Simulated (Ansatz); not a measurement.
# Redistribution: CH2Cl2 + CH2I2 → CHCl2I + CH3I

Gas-phase species: CH2Cl2 (dichloromethane) `ClCCl`, singlet; CH2I2 (diiodomethane) `ICI`, singlet; CHCl2I (dichloroiodomethane) `ClC(Cl)I`, singlet; CH3I (methyl iodide) `CI`, singlet. The partners trade H for I; both sit on C, so the bond types are kept.

Shapes, held fixed at every level: PBE0-D4/def2-TZVP. Programs: Ansatz 0.2.0. The zero-point and thermal change to 298 K, harmonic and unscaled (PBE0-D4/def2-TZVP), is -2.1 kJ/mol.

```tsv
level	kind	ΔH(298 K) (kJ/mol)	less CCSD(T)/def2-TZVPP
HF/def2-SVP	Hartree–Fock	+15.7	+7.9
PBE0-D4/def2-TZVPP	global hybrid	+6.2	-1.6
r2SCAN0-D4/def2-TZVPP	global hybrid	+6.4	-1.4
wB97M-V/def2-TZVPP	range-separated hybrid	+6.0	-1.8
MP2/def2-TZVPP	perturbation theory	+6.1	-1.7
CCSD/def2-SVP	coupled cluster or CI	+6.2	-1.6
CCSD/def2-TZVPP	coupled cluster or CI	+9.7	+1.9
CCSD(T)/def2-TZVPP	coupled cluster or CI	+7.8	0.0
```

The highest level, CCSD(T)/def2-TZVPP, gives ΔH(298 K) = +7.8 kJ/mol; the levels span +6.0 to +15.7. The column of differences is taken from that level and isn't an error. No measured value is set beside it here. For atoms past krypton def2 sets carry core potentials with scalar relativity. Outer-core shells of I are correlated, in sets that cover them unevenly.
